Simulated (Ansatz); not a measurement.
A nudged elastic band was laid between two geometries of CH$_{4}$AlNO (8 atoms, charge 0, multiplicity 1).

Theory: Ansatz, RKS B3LYP-D4/def2-SVP.

```
movable images  : 9
climbing image  : yes
spring          : 5.0 eV/Å²
optimiser       : quadratic models (default)
start path      : IDPP
force threshold : 0.05 eV/Å
iteration limit : 60
end points      : relaxed
```

First end point:

```xyz
8
Properties=species:S:1:pos:R:3
N -0.599 1.117 -0.857
Al 0.716 0.378 0.066
C 0.148 -1.418 0.809
O -0.986 -1.779 0.550
H -0.603 2.009 -1.340
H -1.497 0.650 -0.963
H 2.119 1.089 0.241
H 0.794 -2.103 1.438
```

Last end point:

```xyz
8
Properties=species:S:1:pos:R:3
N -0.599 1.117 -0.855
Al 0.716 0.378 0.065
C 0.149 -1.418 0.808
O -0.985 -1.780 0.548
H -1.497 0.650 -0.960
H -0.605 2.010 -1.338
H 2.119 1.088 0.240
H 0.794 -2.103 1.438
```

**Question.** What changes between the two ends?

**Answer.** No bond is made or broken. The dihedral H6–N1–Al2–C3 goes from 0 to 180°. The two ends are copies of one structure, up to a mirror image or an exchange of like atoms.

**Question.** Give the energies along the band, and the barrier.

**Answer.** The run converged. The highest image is number 5 of 0 to 10, 0.51 eV above the ends, which have the same energy within 2 meV. A vibrational analysis at the climbing image gives one clearly imaginary mode, 466i cm⁻¹: a first-order saddle point.

```json
{"image": "0", "path coordinate (Å)": "0.00", "energy (eV)": "0.00", "dihedral H6–N1–Al2–C3 (°)": "0"}
{"image": "1", "path coordinate (Å)": "0.38", "energy (eV)": "0.03", "dihedral H6–N1–Al2–C3 (°)": "-11"}
{"image": "2", "path coordinate (Å)": "0.76", "energy (eV)": "0.14", "dihedral H6–N1–Al2–C3 (°)": "-27"}
{"image": "3", "path coordinate (Å)": "1.14", "energy (eV)": "0.30", "dihedral H6–N1–Al2–C3 (°)": "-41"}
{"image": "4", "path coordinate (Å)": "1.52", "energy (eV)": "0.45", "dihedral H6–N1–Al2–C3 (°)": "-55"}
{"image": "5", "path coordinate (Å)": "1.90", "energy (eV)": "0.51", "dihedral H6–N1–Al2–C3 (°)": "-72"}
{"image": "6", "path coordinate (Å)": "2.28", "energy (eV)": "0.45", "dihedral H6–N1–Al2–C3 (°)": "-95"}
{"image": "7", "path coordinate (Å)": "2.67", "energy (eV)": "0.30", "dihedral H6–N1–Al2–C3 (°)": "-120"}
{"image": "8", "path coordinate (Å)": "3.05", "energy (eV)": "0.13", "dihedral H6–N1–Al2–C3 (°)": "-144"}
{"image": "9", "path coordinate (Å)": "3.43", "energy (eV)": "0.03", "dihedral H6–N1–Al2–C3 (°)": "-167"}
{"image": "10", "path coordinate (Å)": "3.82", "energy (eV)": "0.00", "dihedral H6–N1–Al2–C3 (°)": "180"}
```

**Question.** What is the geometry of the highest image?

**Answer.** 
```xyz
8
Properties=species:S:1:pos:R:3
N -0.449 0.871 -1.385
Al 0.690 0.173 -0.187
C 0.022 -0.938 1.381
O -1.166 -1.177 1.503
H -1.054 1.658 -1.151
H -0.938 0.304 -2.074
H 2.254 0.403 -0.307
H 0.733 -1.352 2.163
```

**Question.** What are the harmonic wavenumbers there?

**Answer.** 466i, 50, 123, 318, 370, 379, 535, 593, 726, 797, 813, 1381, 1525, 1741, 1930, 2713, 3543, 3616 cm⁻¹.

Run time: 93 s on 1 thread of Intel(R) Xeon(R) 6975P-C (Granite Rapids) (shared host), peak memory 0.18 GiB.
